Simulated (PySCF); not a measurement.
## Electronic structure of Pd (palladium, neutral) at the UHF level

Configuration: [Kr] 4d9 5s1, high-spin 3D determinant (an excited configuration). Calculation: PySCF 2.14, in x2c-QZVPPall; scalar relativity by spin-free X2C-1e.

```
Total energy                                                  : -5042.804662 hartree
One-electron energy                                           : -6956.7622 hartree
Hartree (Coulomb) energy                                      : 2056.8259 hartree
Exchange energy                                               : -142.8683 hartree
⟨S²⟩                                                          : 2.0028
⟨L²⟩                                                          : 6.033
Sum of ⟨r⟩                                                    : 32.49 bohr
Sum of ⟨r²⟩                                                   : 50.32 bohr²
Traceless quadrupole moment −½Σ⟨3z² − r²⟩ along its main axis : -0.631 e·bohr²
Langevin diamagnetic susceptibility                           : -39.9 ×10⁻⁶ cm³/mol
```

```
shell  electrons  mean orbital energy (eV)  spread (eV)  rms radius, mean of both spins (bohr)
 1s α          1                  -24478.6            0                                 0.0365
 1s β          1                  -24478.6            0                                 0.0365
 2s α          1                   -3661.0            0                                  0.150
 2s β          1                   -3660.7            0                                  0.150
 2p α          3                   -3277.1        0.315                                  0.133
 2p β          3                   -3276.8        0.045                                  0.133
 3s α          1                   -699.13            0                                  0.403
 3s β          1                   -698.90            0                                  0.403
 3p α          3                   -569.44        0.588                                  0.406
 3p β          3                   -569.24        0.400                                  0.406
 3d α          5                   -363.43        0.724                                  0.389
 3d β          5                   -363.03        1.195                                  0.389
 4s α          1                   -109.55            0                                   1.01
 4s β          1                   -107.68            0                                   1.01
 4p α          3                   -70.250        1.549                                   1.12
 4p β          3                   -68.053        1.203                                   1.12
 4d α          5                   -13.223        1.874                                   1.62
 4d β          4                   -12.104        1.396                                   1.62
 5s α          1                    -6.476            0                                   3.75
```

Densities and radii are taken from the X2C orbitals without a picture-change correction, which distorts them close to the nucleus.

Spin-orbit constants ζ (cm⁻¹) from the X2C one-electron operator on these orbitals: bare nucleus, nucleus screened by l(l+1)(2l+1)/3 electrons, and screened by the Breit-Pauli mean field of the electrons.

```csv
shell,bare,screened nucleus,mean field
2p,860000,822700,n/a
3p,151900,145300,n/a
3d,22240,17400,n/a
4p,22460,21480,n/a
4d,1894,1482,n/a
```

To first order the Landé constant is A = -741.2 cm⁻¹, so the lowest level has J = 3 and lies 0.184 eV below the centre of the term. This holds in LS coupling only.
